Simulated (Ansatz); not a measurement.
`C#[C][Sn]([Cl])([Cl])[C]#C` + H₂ → acetylene + `C#[C][SnH]([Cl])[Cl]` at 400 K and 1 bar (hydrogenolysis of a C–Sn bond).

Computed with Ansatz on PBE0-D4/def2-TZVP structures; ΔE is electronic, products minus reactants. CBS: MP2 limit from def2 TZ/QZ plus the TZ coupled-cluster correction, frozen cores. This one scheme is used for every species. Elements past krypton have def2 core potentials. For Sn outer-core shells are correlated without core-valence functions, which leaves a few kJ/mol of doubt a bond.

```
                     species  CCSD(T)/CBS energy (Eh)  H − E (kJ/mol)  S (J/(mol·K))
`C#[C][Sn]([Cl])([Cl])[C]#C`              -1286.96119           147.9          465.7
                          H₂                 -1.17544            38.0          139.0
                       `C#C`                -77.22717            85.5          213.8
      `C#[C][SnH]([Cl])[Cl]`              -1210.91086           106.9          407.5
```

H − E and S are ideal-gas, rigid-rotor, harmonic terms from PBE0-D4/def2-TZVP. For small species the MP2-based limit differs from directly extrapolated CCSD(T) by up to some mEh (0.8 for H₂); such offsets cancel only in part. 1 Eh = 2625.50 kJ/mol, R = 8.31446 J/(mol·K).

By hand: ΔE, ΔH, ΔS and ΔG.

ΔE = (-77.22717) + (-1210.91086) − (-1286.96119) − (-1.17544) = -0.00140 Eh = -3.7 kJ/mol. Δ(H − E) = 85.5 + 106.9 − 147.9 − 38.0 = 6.5, so ΔH = 2.8 kJ/mol. ΔS = 213.8 + 407.5 − 465.7 − 139.0 = 16.6 J/(mol·K). ΔG = 2.8 − 400 × (16.6)/1000 = -3.8 kJ/mol.

By hand: the equilibrium constant, and the temperature at which ΔG would vanish if ΔH and ΔS stayed fixed.

log₁₀ K = −ΔG/(RT ln 10) = 0.5. ΔG = 0 at ΔH/ΔS = 169 K, though so small a ΔH makes that figure unsure.

TΔS isn't small against ΔH here. The sign of ΔG lies within the doubt. A doubt of 5 kJ/mol in ΔE shifts log₁₀ K by 0.7 here. These are equilibria of isolated gas molecules and say nothing of rates. Largest T1 diagnostic: 0.013 (customary marks: 0.02 for closed shells, 0.045 for open ones).
